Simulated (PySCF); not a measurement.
SMILES N([SiH3])([SiH3])[SiH3], B3LYP/def2-SVP optimised geometry.

```
13

Si    -0.16    -2.56     2.10
N     -1.07    -1.19     1.45
Si    -2.65    -0.80     2.12
Si    -0.49    -0.37     0.00
H     -0.43    -2.68     3.56
H     -0.54    -3.86     1.46
H      1.29    -2.34     1.87
H     -2.65    -1.08     3.58
H     -2.94     0.64     1.87
H     -3.75    -1.60     1.49
H     -0.95    -1.03    -1.26
H     -1.00     1.03     0.00
H      1.00    -0.37     0.00
```

Density from B3LYP/def2-TZVP (PySCF) at that geometry.

Minimum of the electron density along straight lines between bonded atoms, close to the bond critical point (lines longer than 1.1 times the sum of covalent radii, or with two minima, are not listed):

| bond | length / Å | ρ at the minimum / e bohr⁻³ | ∇²ρ there / e bohr⁻⁵ | position (fraction from the first atom) |
|---|---|---|---|---|
| Si1–N2 | 1.766 | 0.121 | 0.45 | 0.40 |
| N2–Si3 | 1.766 | 0.121 | 0.45 | 0.60 |
| N2–Si4 | 1.766 | 0.121 | 0.45 | 0.60 |
| Si1–H5 | 1.491 | 0.122 | 0.13 | 0.49 |
| Si1–H6 | 1.495 | 0.121 | 0.14 | 0.49 |
| Si1–H7 | 1.490 | 0.122 | 0.13 | 0.49 |
| Si3–H8 | 1.491 | 0.122 | 0.13 | 0.49 |
| Si3–H9 | 1.490 | 0.122 | 0.14 | 0.49 |
| Si3–H10 | 1.495 | 0.121 | 0.14 | 0.49 |
| Si4–H11 | 1.495 | 0.121 | 0.14 | 0.49 |
| Si4–H12 | 1.490 | 0.122 | 0.13 | 0.49 |
| Si4–H13 | 1.491 | 0.122 | 0.13 | 0.49 |
